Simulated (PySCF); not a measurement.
Species: H9NSi3.
Z-matrix (Å and degrees, GFN2-xTB geometry), rows numbered from 1:
```
N 
Si  1  1.7286
Si  2  2.3100  1  105.15
Si  3  2.3143  2  117.21  1    19.69
H   1  1.0074  2  119.28  3    51.47
H   1  1.0073  2  118.64  3  -171.30
H   2  1.4780  1  113.41  3  -125.01
H   2  1.4668  1  102.93  3   121.72
H   3  1.4767  2  109.58  1  -104.40
H   3  1.4739  2  108.78  1   144.52
H   4  1.4651  3  112.21  2    49.84
H   4  1.4664  3  114.46  2   170.70
H   4  1.4683  3  111.87  2   -69.47
```

Method: TDDFT CAM-B3LYP/def2-SVPD, vertical, gas phase, core orbitals frozen in the response (PySCF).

Kohn–Sham orbitals with the atoms that hold most of them (Löwdin shares over 4%, at most four atoms; ? is withheld):

| orbital | ε (eV) | atoms |
| --- | --- | --- |
| HOMO-3 | -10.68 | Si3 24%, H10 16%, Si4 15%, H9 12% |
| HOMO-2 | -10.08 | Si3 32%, Si4 17%, Si2 12%, H9 12% |
| HOMO-1 | -9.60 | Si3 28%, Si4 22%, Si2 18%, N1 11% |
| HOMO | ? | ? |
| LUMO | 0.29 | ? |
| LUMO+1 | 1.01 | Si3 32%, Si4 17%, Si2 17%, H10 9% |
| LUMO+2 | 1.19 | Si4 28%, Si3 25%, Si2 11%, H10 6% |

Which atoms hold the HOMO, and with what shares?

N1 (bonded to Si and 2 H) 51%; Si2 (bonded to N, Si and 2 H) 17%; H7 (bonded to Si) 11%; Si3 (bonded to 2 Si and 2 H) 7%. By element: nitrogen 51%, silicon 23% or more, hydrogen 11% or more.

Give the leading atoms of the LUMO.

Si2 (bonded to N, Si and 2 H) 25%; Si3 (bonded to 2 Si and 2 H) 20%; Si4 (bonded to Si and 3 H) 14%; N1 (bonded to Si and 2 H) 7%. By element: silicon 59%, nitrogen 7%.

What is the HOMO energy, and the HOMO–LUMO gap?

ε(HOMO) = -8.79 eV; the gap is 9.08 eV (0.3338 hartree).

How does S1 compare with the orbital gap of 9.08 eV?

S1 is at 5.76 eV (f = 0.0057), 3.33 eV below the gap, made of HOMO→LUMO (93%). 

Next come S2 at 6.68 eV (f 0.0042), HOMO→LUMO+1 (64%), HOMO-1→LUMO (12%), HOMO-1→LUMO+1 (10%); S3 at 6.82 eV (f 0.210), HOMO-1→LUMO (65%), HOMO→LUMO+1 (16%); S4 at 7.20 eV (f 0.010), HOMO→LUMO+2 (40%), HOMO-1→LUMO+1 (32%); S5 at 7.26 eV (f 0.021), HOMO-2→LUMO (52%), HOMO→LUMO+2 (21%).

One conformer stands for the species.
